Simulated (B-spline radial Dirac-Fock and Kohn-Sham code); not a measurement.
## K-line shifts caused by a second vacancy in Ag²⁸⁺

System: Ag²⁸⁺, configuration [Ar] 3d1.

These are calculated numbers from a B-spline atomic structure program; the model is Dirac-Fock (average of configuration) total-energy differences with a finite nucleus, the Breit interaction including its frequency dependence, and self-energy and vacuum-polarisation corrections. Each two-hole energy is an average over J within one jj subconfiguration, not an observable level; in light atoms, where LS coupling holds, the j-resolved values are not observed lines, and for a K spectator the Kα1 hypersatellite is nearly forbidden. No correlation.

Lines without a spectator: Kα2 (K-L2) 22013.0 eV, Kα1 (K-L3) 22188.7 eV, Kβ3 (K-M2) 25157.7 eV, Kβ1 (K-M3) 25197.1 eV. Shifts in eV with one spectator hole (a dash: not computed, or left out as unreliable):

```tsv
spectator hole	Kα2	Kα1	Kβ3	Kβ1
K (1s)	+537.2	+552.4	+694.2	+698.0
L2 (2p1/2)	+62.0	+77.4	–	+171.1
L3 (2p3/2)	+62.2	+62.1	+154.6	–
M2 (3p1/2)	–	+12.78	+32.3	+37.0
M3 (3p3/2)	+10.21	–	+33.3	+32.8
```

With n spectator holes in 2p, averaged over the 2p shell (energies in eV):

```
n     KαLⁿ   step  hypersatellite KαʰLⁿ
0  22130.1      –               22677.5
1  22196.4  +66.2               22745.2
2  22264.1  +67.7               22814.5
3  22333.3  +69.2               22885.3
4  22404.0  +70.7               22957.5
5  22476.2  +72.2               23031.2
```
